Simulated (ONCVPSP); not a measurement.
**platinum (Pt): one change to an ONCV potential, before and after**

platinum (Pt), optimised norm-conserving Vanderbilt (ONCV), made with ONCVPSP 4.0.1 (PBE, fully relativistic). Core [Kr] 4d10 4f14, reference 5s2 5p6 5d9 6p1. Waves: 5s: rc 1.05 bohr, ncon 4, nbas 9, qcut 6.9 1/bohr, 2 projectors, debl 2.9 Ha; 5p+6p: rc 1.55 bohr, ncon 4, nbas 7, qcut 9.1 1/bohr, 2 projectors; 5d: rc 2.10 bohr, ncon 4, nbas 9, qcut 8.7 1/bohr, 2 projectors, debl 1.9 Ha. Local part: polynomial inside 1.05 bohr (lpopt 5, dvloc0 6 Ha). Core correction: polynomial model core, fcfact 0.3.

Open shells are filled in proportion to 2j + 1.

In the s channel the program set the typed energies aside and used -3.807, 0.250 Ha.

Change: s: rc 1.36.

Cutoffs: the cutoffs (Ha) at which the residual kinetic energy of the hardest occupied pseudo-wave falls to 1 and 0.1 mHa per electron; they do not see the model core or the augmentation charge, which bear on the density cutoff. Errors are all-electron minus pseudo energies relative to the spin-unpolarised reference configuration.

**Question.** How do hardness, ghosts and transferability respond?

**Answer.** The potential gets softer (184 Ha and 221 Ha → 28 Ha and 114 Ha); of the 4 tests that both files solve, the error grows in 1 and shrinks in 0 by more than 15 % and 0.3 meV (median size 0.4 → 0.3 meV); neither file shows a bound ghost. A larger radius leaves more room for a smooth pseudo-wave, so fewer plane waves are needed.

```csv
quantity,base,changed
"cutoff, loose",184 Ha,28 Ha
"cutoff, tight",221 Ha,114 Ha
loose cutoff by channel,"s 184 Ha, p 28 Ha, d 21 Ha","s 24 Ha, p 28 Ha, d 21 Ha"
bound ghosts,none,none
GHOST(+) flags under 300 eV,s at 280.4 eV,s at 222.2 eV
"error for 5s2 5p6 5d9 6s1 6p0, meV [ΔE -5.00 eV]",-0.7,-1.2
"error for 5s2 5p6 5d9 6p0, meV [ΔE 4.21 eV]",0.0,0.0
"error for 5s2 5p6 5d8 6p0, meV [ΔE 24.19 eV]",-0.5,-0.5
"error for 5s2 5p6 5d9.5 6s0.5 6p0, meV [ΔE -5.14 eV]",-0.2,-0.1
p3/2: phases at 1.58 bohr within 0.05 rad from the reference energy up to (Ha; the scan ends near 5),to the end of the scan,to the end of the scan
p1/2: phases at 1.58 bohr within 0.05 rad from the reference energy up to (Ha; the scan ends near 5),to the end of the scan,to the end of the scan
d5/2: phases at 2.13 bohr within 0.05 rad from the reference energy up to (Ha; the scan ends near 5),to the end of the scan,to the end of the scan
d3/2: phases at 2.13 bohr within 0.05 rad from the reference energy up to (Ha; the scan ends near 5),to the end of the scan,to the end of the scan
"rms error of d²Exc/dni dnj with the model core, mHa",3.00,2.50
```

Base: These tests converged, but a pseudo level misses the all-electron one widely, so the file describes the atom poorly there or has found another state: 5s2 5p6 5d9 6s1 6p0: empty 6p by 6.2 eV; 5s2 5p6 5d9.5 6s0.5 6p0: empty 6p by 2.8 eV. Changed file: These tests converged, but a pseudo level misses the all-electron one widely, so the file describes the atom poorly there or has found another state: 5s2 5p6 5d9 6s1 6p0: empty 6p by 6.2 eV; 5s2 5p6 5d9.5 6s0.5 6p0: empty 6p by 2.8 eV.
